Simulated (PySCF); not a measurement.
WOBr₄, SMILES [O]=[W]([Br])([Br])([Br])[Br], multiplicity 1.

The structure is a stationary point at PBE0-D3(BJ)/def2-SVP. The multiplicity is an assumed one; other spin states were not compared. The def2 effective core potentials stand for the cores of W; spin–orbit coupling is left out.

Two levels are set side by side: PBE/def2-TZVP (PySCF) and HF/def2-TZVP (PySCF). Same geometry, gas phase. Differences are taken from unrounded values.

| quantity | HF |
|---|---|
| orbital gap (eV) | 9.51 |
| highest occupied level (eV) | -10.87 |
| lowest empty level (eV) | -1.36 |
| dipole moment (D) | 0.90 |

Question: What does PBE give, and how far is it from HF? (Estimate from the structure and the level; the computed values follow.)

Answer: 
| quantity | PBE | PBE minus HF |
|---|---|---|
| orbital gap (eV) | 2.21 | -7.30 |
| highest occupied level (eV) | -6.94 | 3.93 |
| lowest empty level (eV) | -4.73 | -3.37 |
| dipole moment (D) | 0.61 | -0.29 |

PBE's occupied levels lie high since its potential decays too fast outside the molecule; exact exchange lowers them and widens the gap. Differences between two approximate levels are no errors against the true value.

Rough cost on one machine, each run with all the roots and properties that it gave: HF against PBE about 1/4.
